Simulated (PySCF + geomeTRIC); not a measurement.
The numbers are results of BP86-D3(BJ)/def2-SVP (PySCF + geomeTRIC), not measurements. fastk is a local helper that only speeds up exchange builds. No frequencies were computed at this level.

```python
import json, numpy as np
from pyscf import gto, dft
from fastk import lowrank_exchange
atoms = """
Hf    -0.284182    -0.193996     0.194937
S      1.551278     1.409997    -0.488416
H      1.405110     2.269396     0.510997
S      0.238502    -1.648455    -1.808976
H      1.231457    -0.914759    -2.293219
S     -0.793372     1.249549     2.212122
H     -1.784929     0.515712     2.699149
S     -2.135785    -1.783569     0.867447
H     -1.990349    -2.642016    -0.133001
"""
def scf(charge, spin, dm0=None):
    mol = gto.M(atom=atoms, basis='def2-svp', ecp={'Hf': 'def2-svp'}, charge=charge, spin=spin, verbose=3, max_memory=7560)
    mf = dft.KS(mol, xc='bp86').density_fit(auxbasis="def2-universal-jkfit")
    mf.disp = 'd3bj'
    mf.grids.level = 3
    mf.conv_tol = 1e-8
    mf.max_cycle = 120
    mf.level_shift = 0.25
    mf.kernel(dm0)
    if not mf.converged:
        mf = mf.newton().run(mf.mo_coeff, mf.mo_occ).undo_soscf()
    return mf
mf = scf(0, 0)
from pyscf.geomopt.geometric_solver import kernel as optimize
path = []
done, mol = optimize(mf, maxsteps=120, assert_convergence=False, callback=lambda env: path.append((env["energy"], bool(env["g_scanner"].converged))))
res = dict(converged=bool(done and path[-1][1]), energy=path[-1][0], path=[e for e, c in path], xyz=mol.atom_coords(unit="Angstrom").tolist(), nao=mol.nao)
json.dump(res, open("result.json", "w"))
```

Output:

```
converged SCF energy = -1643.09555242919
Geometry optimization cycle 1
converged SCF energy = -1643.09555241231
cycle 1: E = -1643.09555241  dE = -1643.1  norm(grad) = 0.062164
Geometry optimization cycle 2
converged SCF energy = -1643.09953644585
cycle 2: E = -1643.09953645  dE = -0.00398403  norm(grad) = 0.00903997
Geometry optimization cycle 3
converged SCF energy = -1643.09992851469
cycle 3: E = -1643.09992851  dE = -0.000392069  norm(grad) = 0.00414224
Geometry optimization cycle 4
converged SCF energy = -1643.10003336484
cycle 4: E = -1643.10003336  dE = -0.00010485  norm(grad) = 0.00237798
Geometry optimization cycle 5
converged SCF energy = -1643.10326376092
cycle 5: E = -1643.10326376  dE = -0.0032304  norm(grad) = 0.0534924
Geometry optimization cycle 6
converged SCF energy = -1643.11133295193
cycle 6: E = -1643.11133295  dE = -0.00806919  norm(grad) = 0.0196472
Geometry optimization cycle 7
converged SCF energy = -1643.1254741175
cycle 7: E = -1643.12547412  dE = -0.0141412  norm(grad) = 0.0480944
Geometry optimization cycle 8
converged SCF energy = -1643.14494155461
cycle 8: E = -1643.14494155  dE = -0.0194674  norm(grad) = 0.0439402
Geometry optimization cycle 9
converged SCF energy = -1643.15917621115
cycle 9: E = -1643.15917621  dE = -0.0142347  norm(grad) = 0.00774439
Geometry optimization cycle 10
converged SCF energy = -1643.16052951828
cycle 10: E = -1643.16052952  dE = -0.00135331  norm(grad) = 0.0109643
Geometry optimization cycle 11
converged SCF energy = -1643.16154332832
cycle 11: E = -1643.16154333  dE = -0.00101381  norm(grad) = 0.0176185
Geometry optimization cycle 12
converged SCF energy = -1643.16209243824
cycle 12: E = -1643.16209244  dE = -0.00054911  norm(grad) = 0.00294455
Geometry optimization cycle 13
converged SCF energy = -1643.16245662191
cycle 13: E = -1643.16245662  dE = -0.000364184  norm(grad) = 0.00343725
Geometry optimization cycle 14
converged SCF energy = -1643.16363481327
cycle 14: E = -1643.16363481  dE = -0.00117819  norm(grad) = 0.00812752
Geometry optimization cycle 15
converged SCF energy = -1643.16429720886
cycle 15: E = -1643.16429721  dE = -0.000662396  norm(grad) = 0.0106746
Geometry optimization cycle 16
converged SCF energy = -1643.16511538878
cycle 16: E = -1643.16511539  dE = -0.00081818  norm(grad) = 0.00712218
Geometry optimization cycle 17
converged SCF energy = -1643.16638001625
cycle 17: E = -1643.16638002  dE = -0.00126463  norm(grad) = 0.00323955
Geometry optimization cycle 18
converged SCF energy = -1643.1664856034
cycle 18: E = -1643.1664856  dE = -0.000105587  norm(grad) = 0.00142055
Geometry optimization cycle 19
converged SCF energy = -1643.16654137306
cycle 19: E = -1643.16654137  dE = -5.57697e-05  norm(grad) = 0.00123418
Geometry optimization cycle 20
converged SCF energy = -1643.1665940512
cycle 20: E = -1643.16659405  dE = -5.26781e-05  norm(grad) = 0.00118354
Geometry optimization cycle 21
converged SCF energy = -1643.16661494829
cycle 21: E = -1643.16661495  dE = -2.08971e-05  norm(grad) = 0.000710342
Geometry optimization cycle 22
converged SCF energy = -1643.16662580406
cycle 22: E = -1643.1666258  dE = -1.08558e-05  norm(grad) = 0.000576622
Geometry optimization cycle 23
converged SCF energy = -1643.166634921
cycle 23: E = -1643.16663492  dE = -9.11694e-06  norm(grad) = 0.000797372
Geometry optimization cycle 24
converged SCF energy = -1643.16664518594
cycle 24: E = -1643.16664519  dE = -1.02649e-05  norm(grad) = 0.000846536
Geometry optimization cycle 25
converged SCF energy = -1643.166653906
cycle 25: E = -1643.16665391  dE = -8.72006e-06  norm(grad) = 0.000585869
Geometry optimization cycle 26
converged SCF energy = -1643.16665923727
cycle 26: E = -1643.16665924  dE = -5.33127e-06  norm(grad) = 0.000330658
Geometry optimization cycle 27
converged SCF energy = -1643.16666237807
cycle 27: E = -1643.16666238  dE = -3.14081e-06  norm(grad) = 0.000365269
Geometry optimization cycle 28
converged SCF energy = -1643.16666428845
cycle 28: E = -1643.16666429  dE = -1.91037e-06  norm(grad) = 0.000377353
Geometry optimization cycle 29
converged SCF energy = -1643.16666504638
cycle 29: E = -1643.16666505  dE = -7.57931e-07  norm(grad) = 0.000273233
Geometry optimization cycle 30
converged SCF energy = -1643.16666490166
cycle 30: E = -1643.1666649  dE = 1.44719e-07  norm(grad) = 0.000238577
Geometry optimization cycle 31
converged SCF energy = -1643.16666539532
cycle 31: E = -1643.1666654  dE = -4.93657e-07  norm(grad) = 0.000268312
Geometry optimization cycle 32
converged SCF energy = -1643.16666628109
cycle 32: E = -1643.16666628  dE = -8.85771e-07  norm(grad) = 0.000223124
Geometry optimization cycle 33
converged SCF energy = -1643.16666680697
cycle 33: E = -1643.16666681  dE = -5.25882e-07  norm(grad) = 0.000148898
Geometry optimization cycle 34
converged SCF energy = -1643.16666700413
cycle 34: E = -1643.166667  dE = -1.97157e-07  norm(grad) = 0.000135927
Geometry optimization cycle 35
converged SCF energy = -1643.16666726801
cycle 35: E = -1643.16666727  dE = -2.63886e-07  norm(grad) = 0.000127567
<class 'geometric.internal.Distance'> : 8
<class 'geometric.internal.Angle'> : 5
<class 'geometric.internal.LinearAngle'> : 4
<class 'geometric.internal.OutOfPlane'> : 4
<class 'geometric.internal.Dihedral'> : 10
<class 'geometric.internal.TranslationX'> : 1
<class 'geometric.internal.TranslationY'> : 1
<class 'geometric.internal.TranslationZ'> : 1
<class 'geometric.internal.RotationA'> : 1
<class 'geometric.internal.RotationB'> : 1
<class 'geometric.internal.RotationC'> : 1
Step    0 : Gradient = 2.072e-02/2.353e-02 (rms/max) Energy = -1643.0955524123
Step    1 : Displace = 4.850e-02/6.482e-02 (rms/max) Trust = 1.000e-01 (=) Grad = 3.013e-03/4.488e-03 (rms/max) E (change) = -1643.0995364458 (-3.984e-03) Quality = 0.789
Step    2 : Displace = 2.800e-02/3.460e-02 (rms/max) Trust = 1.414e-01 (+) Grad = 1.381e-03/1.840e-03 (rms/max) E (change) = -1643.0999285147 (-3.921e-04) Quality = 0.822
Step    3 : Displace = 1.368e-02/1.727e-02 (rms/max) Trust = 2.000e-01 (+) Grad = 7.927e-04/1.243e-03 (rms/max) E (change) = -1643.1000333648 (-1.049e-04) Quality = 1.896
Step    4 : Displace = 2.736e-01/3.230e-01 (rms/max) Trust = 2.828e-01 (+) Grad = 1.783e-02/2.259e-02 (rms/max) E (change) = -1643.1032637609 (-3.230e-03) Quality = 1.665
Step    5 : Displace = 2.677e-01/3.494e-01 (rms/max) Trust = 3.000e-01 (+) Grad = 6.549e-03/1.040e-02 (rms/max) E (change) = -1643.1113329519 (-8.069e-03) Quality = 0.785
Step    6 : Displace = 3.067e-01/3.870e-01 (rms/max) Trust = 3.000e-01 (=) Grad = 1.603e-02/1.885e-02 (rms/max) E (change) = -1643.1254741175 (-1.414e-02) Quality = 1.299
Step    7 : Displace = 3.031e-01/3.520e-01 (rms/max) Trust = 3.000e-01 (=) Grad = 1.465e-02/1.693e-02 (rms/max) E (change) = -1643.1449415546 (-1.947e-02) Quality = 1.227
Step    8 : Displace = 2.918e-01/3.351e-01 (rms/max) Trust = 3.000e-01 (=) Grad = 2.581e-03/4.007e-03 (rms/max) E (change) = -1643.1591762111 (-1.423e-02) Quality = 0.869
Step    9 : Displace = 2.776e-01/3.205e-01 (rms/max) Trust = 3.000e-01 (=) Grad = 3.655e-03/5.935e-03 (rms/max) E (change) = -1643.1605295183 (-1.353e-03) Quality = 0.324
Step   10 : Displace = 1.343e-01/1.527e-01 (rms/max) Trust = 3.000e-01 (=) Grad = 5.873e-03/8.625e-03 (rms/max) E (change) = -1643.1615433283 (-1.014e-03) Quality = 0.577
Step   11 : Displace = 2.714e-02/3.933e-02 (rms/max) Trust = 3.000e-01 (=) Grad = 9.815e-04/1.184e-03 (rms/max) E (change) = -1643.1620924382 (-5.491e-04) Quality = 0.961
Step   12 : Displace = 5.597e-02/8.604e-02 (rms/max) Trust = 3.000e-01 (=) Grad = 1.146e-03/1.545e-03 (rms/max) E (change) = -1643.1624566219 (-3.642e-04) Quality = 1.720
Step   13 : Displace = 2.341e-01/3.822e-01 (rms/max) Trust = 3.000e-01 (=) Grad = 2.709e-03/3.919e-03 (rms/max) E (change) = -1643.1636348133 (-1.178e-03) Quality = 1.456
Step   14 : Displace = 2.735e-01/4.493e-01 (rms/max) Trust = 3.000e-01 (=) Grad = 3.558e-03/4.991e-03 (rms/max) E (change) = -1643.1642972089 (-6.624e-04) Quality = 0.864
Step   15 : Displace = 5.222e-02/8.070e-02 (rms/max) Trust = 3.000e-01 (=) Grad = 2.374e-03/3.273e-03 (rms/max) E (change) = -1643.1651153888 (-8.182e-04) Quality = 1.643
Step   16 : Displace = 1.089e-01/1.666e-01 (rms/max) Trust = 3.000e-01 (=) Grad = 1.080e-03/1.492e-03 (rms/max) E (change) = -1643.1663800163 (-1.265e-03) Quality = 1.118
Step   17 : Displace = 2.427e-02/3.769e-02 (rms/max) Trust = 3.000e-01 (=) Grad = 4.735e-04/7.871e-04 (rms/max) E (change) = -1643.1664856034 (-1.056e-04) Quality = 1.310
Step   18 : Displace = 2.019e-02/4.016e-02 (rms/max) Trust = 3.000e-01 (=) Grad = 4.114e-04/7.089e-04 (rms/max) E (change) = -1643.1665413731 (-5.577e-05) Quality = 1.516
Step   19 : Displace = 2.559e-02/4.549e-02 (rms/max) Trust = 3.000e-01 (=) Grad = 3.945e-04/6.836e-04 (rms/max) E (change) = -1643.1665940512 (-5.268e-05) Quality = 1.341
Step   20 : Displace = 1.478e-02/2.665e-02 (rms/max) Trust = 3.000e-01 (=) Grad = 2.368e-04/4.041e-04 (rms/max) E (change) = -1643.1666149483 (-2.090e-05) Quality = 1.341
Step   21 : Displace = 9.532e-03/1.391e-02 (rms/max) Trust = 3.000e-01 (=) Grad = 1.922e-04/3.562e-04 (rms/max) E (change) = -1643.1666258041 (-1.086e-05) Quality = 1.295
Step   22 : Displace = 9.484e-03/1.537e-02 (rms/max) Trust = 3.000e-01 (=) Grad = 2.658e-04/4.697e-04 (rms/max) E (change) = -1643.1666349210 (-9.117e-06) Quality = 1.266
Step   23 : Displace = 1.301e-02/2.126e-02 (rms/max) Trust = 3.000e-01 (=) Grad = 2.822e-04/3.935e-04 (rms/max) E (change) = -1643.1666451859 (-1.026e-05) Quality = 1.177
Step   24 : Displace = 1.360e-02/2.175e-02 (rms/max) Trust = 3.000e-01 (=) Grad = 1.953e-04/3.061e-04 (rms/max) E (change) = -1643.1666539060 (-8.720e-06) Quality = 1.091
Step   25 : Displace = 9.217e-03/1.487e-02 (rms/max) Trust = 3.000e-01 (=) Grad = 1.102e-04/1.803e-04 (rms/max) E (change) = -1643.1666592373 (-5.331e-06) Quality = 1.057
Step   26 : Displace = 5.522e-03/6.973e-03 (rms/max) Trust = 3.000e-01 (=) Grad = 1.218e-04/1.704e-04 (rms/max) E (change) = -1643.1666623781 (-3.141e-06) Quality = 1.036
Step   27 : Displace = 4.436e-03/8.180e-03 (rms/max) Trust = 3.000e-01 (=) Grad = 1.258e-04/1.809e-04 (rms/max) E (change) = -1643.1666642884 (-1.910e-06) Quality = 0.814
Step   28 : Displace = 3.742e-03/7.697e-03 (rms/max) Trust = 3.000e-01 (=) Grad = 9.108e-05/1.411e-04 (rms/max) E (change) = -1643.1666650464 (-7.579e-07) Quality = 0.414
Step   29 : Displace = 3.432e-03/5.912e-03 (rms/max) Trust = 3.000e-01 (=) Grad = 7.953e-05/1.320e-04 (rms/max) E (change) = -1643.1666649017 (+1.447e-07) Quality = -0.094
Step   30 : Displace = 1.857e-03/2.606e-03 (rms/max) Trust = 1.716e-03 (-) Grad = 8.944e-05/1.506e-04 (rms/max) E (change) = -1643.1666653953 (-4.937e-07) Quality = 0.345
Step   31 : Displace = 1.821e-03/3.746e-03 (rms/max) Trust = 1.716e-03 (=) Grad = 7.437e-05/1.048e-04 (rms/max) E (change) = -1643.1666662811 (-8.858e-07) Quality = 0.634
Step   32 : Displace = 1.725e-03/3.536e-03 (rms/max) Trust = 1.716e-03 (=) Grad = 4.963e-05/9.190e-05 (rms/max) E (change) = -1643.1666668070 (-5.259e-07) Quality = 0.307
Step   33 : Displace = 1.838e-03/2.983e-03 (rms/max) Trust = 1.716e-03 (=) Grad = 4.531e-05/7.549e-05 (rms/max) E (change) = -1643.1666670041 (-1.972e-07) Quality = 0.077
Step   34 : Displace = 8.798e-04/1.642e-03 (rms/max) Trust = 8.579e-04 (-) Grad = 4.252e-05/5.398e-05 (rms/max) E (change) = -1643.1666672680 (-2.639e-07) Quality = 0.170
Converged! =D
```

Cost: very roughly 16 core-minutes.
